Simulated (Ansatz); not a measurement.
`[F][GaH][O][SiH3]` + `[F][GaH][Br]` → `[F][GaH][F]` + `[SiH3][O][GaH][Br]` at 400 K and 1 bar (redistribution).

Program: Ansatz. Geometries: PBE0-D4/def2-TZVP. ΔE: electronic, gas phase. CCSD(T)/CBS adds triple-zeta CCSD(T) − MP2 to the extrapolated MP2 energy (def2 sets, frozen cores). For Br, Ga outer-core shells are correlated without core-valence functions, which leaves a few kJ/mol of doubt a bond. Scalar relativity is left out up to krypton. One conformer a species, not always the lowest.

```csv
species,CCSD(T)/CBS energy (Eh),H − E (kJ/mol),S (J/(mol·K))
`[F][GaH][O][SiH3]`,-2390.49581,131.9,390.8
`[F][GaH][Br]`,-4597.74300,46.2,325.2
`[F][GaH][F]`,-2124.20216,47.7,295.6
`[SiH3][O][GaH][Br]`,-4864.03713,130.4,412.4
```

H − E and S are ideal-gas, rigid-rotor, harmonic terms from PBE0-D4/def2-TZVP, for one conformer and one mirror image of each species. 1 Eh = 2625.50 kJ/mol, R = 8.31446 J/(mol·K).

By hand: ΔE, ΔH, ΔS and ΔG.

ΔE = (-2124.20216) + (-4864.03713) − (-2390.49581) − (-4597.74300) = -0.00048 Eh = -1.3 kJ/mol. Δ(H − E) = 47.7 + 130.4 − 131.9 − 46.2 = 0.0, so ΔH = -1.3 kJ/mol. ΔS = 295.6 + 412.4 − 390.8 − 325.2 = -8.0 J/(mol·K). ΔG = -1.3 − 400 × (-8.0)/1000 = 1.9 kJ/mol.

By hand: the equilibrium constant, and the temperature at which ΔG would vanish if ΔH and ΔS stayed fixed.

log₁₀ K = −ΔG/(RT ln 10) = -0.2. ΔG = 0 at ΔH/ΔS = 162 K, though so small a ΔH makes that figure unsure.

TΔS isn't small against ΔH here. The sign of ΔG lies within the doubt. A doubt of 5 kJ/mol in ΔE shifts log₁₀ K by 0.7 here. Other conformers and mirror images would add mixing entropy, several J/(mol·K) or more a flexible species. Modes under 60 cm⁻¹, often nearly free rotors, make the harmonic entropy too high. These are equilibria of isolated gas molecules and say nothing of rates. Largest T1 diagnostic: 0.015 (customary marks: 0.02 for closed shells, 0.045 for open ones).
